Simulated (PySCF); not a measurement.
Telling isomers of C5H14Si3 apart by NMR

A single conformation, non-relativistic Hamiltonian, rapidly exchanging positions averaged, gas phase. Geometry from PBE0-D3(BJ)/def2-SVP; shieldings: GIAO PBE0/pcSseg-1; PySCF.

Referencing at the same level of theory: 1H and 13C vs TMS. Where no couplings were computed, multiplicities follow the n + 1 count of equivalent neighbours, and m marks all less simple cases (inequivalent or close neighbours, rings, F or P nearby). Shifts are as computed. Against solution values, carbons near 30 ppm lie about +2 ppm off and those near 130 ppm about +5 ppm. Of 1211 compounds with measured shifts, 218 miss one by over three times the rms of a fit or turn the order of signals round; such compounds aren't used in these exercises.

(1) Tabulate the signals of `C=CC1[SiH2]C[SiH2]C[SiH2]1`, `C=C[Si]([SiH3])([SiH3])C1CC1`, `C=C[SiH]1C[SiH2]C[SiH2]C1` and their relative energies.

(2) What is the quickest way to tell C=CC1[SiH2]C[SiH2]C[SiH2]1 from C=C[Si]([SiH3])([SiH3])C1CC1?

(3) What is the quickest way to tell C=CC1[SiH2]C[SiH2]C[SiH2]1 from C=C[SiH]1C[SiH2]C[SiH2]C1?

(4) What is the quickest way to tell C=C[Si]([SiH3])([SiH3])C1CC1 from C=C[SiH]1C[SiH2]C[SiH2]C1?

Answers

(1) 
```tsv
SMILES	carbon types	δC	δH	E rel. (kcal/mol)
C=CC1[SiH2]C[SiH2]C[SiH2]1	2×CH 3×CH2	143.3, 120.2, 19.5, -11.7	5.95 (m, 1H), 5.30 (m, 1H), 5.21 (m, 1H), 4.65 (m, 1H), 4.44 (m, 2H), 4.38 (m, 2H), 4.34 (m, 1H), 1.34 (m, 1H), 0.10 (m, 2H), -0.27 (m, 2H)	8.4
C=C[Si]([SiH3])([SiH3])C1CC1	2×CH 3×CH2	144.2, 143.4, 5.0, -5.0	6.60 (m, 1H), 6.28 (m, 1H), 6.12 (m, 1H), 3.45 (s, 6H), 0.72 (m, 2H), 0.35 (m, 2H), -0.20 (m, 1H)	51.4
C=C[SiH]1C[SiH2]C[SiH2]C1	1×CH 4×CH2	147.1, 141.8, -7.4, -8.9	6.48 (m, 1H), 6.29 (m, 1H), 6.03 (m, 1H), 4.63 (m, 2H), 4.54 (m, 1H), 4.34 (m, 2H), -0.09 (m, 2H), -0.20 (m, 1H), -0.23 (m, 1H), -0.31 (m, 2H)	0.0
```

Energies are electronic energies at PBE0/pcSseg-1 on these geometries, without zero-point or thermal terms, each for the one conformer computed, which needn't be the lowest.

(2) Both give the same number of carbon signals, with the same numbers of each carbon type, so the positions decide. The first has an allylic sp3 CH bonded to 2 Si at 19.5 ppm, the second a three-membered-ring carbon (CH) at -5.0 ppm. Their most deshielded carbons lie at 143.3 and 144.2 ppm. In the proton spectra the most deshielded non-exchanging signals are 5.95 (m, 1H) and 6.60 (m, 1H).

(3) Both give the same number of carbon signals, but DEPT or the intensities differ. The first has an allylic sp3 CH bonded to 2 Si at 19.5 ppm, the second a terminal =CH2 carbon at 141.8 ppm. Their most deshielded carbons lie at 143.3 and 147.1 ppm. In the proton spectra the most deshielded non-exchanging signals are 5.95 (m, 1H) and 6.48 (m, 1H).

(4) Both give the same number of carbon signals, but DEPT or the intensities differ. The first has a three-membered-ring carbon (CH) at -5.0 ppm, the second an sp3 CH2 bonded to 2 Si at -8.9 ppm. Their most deshielded carbons lie at 144.2 and 147.1 ppm.
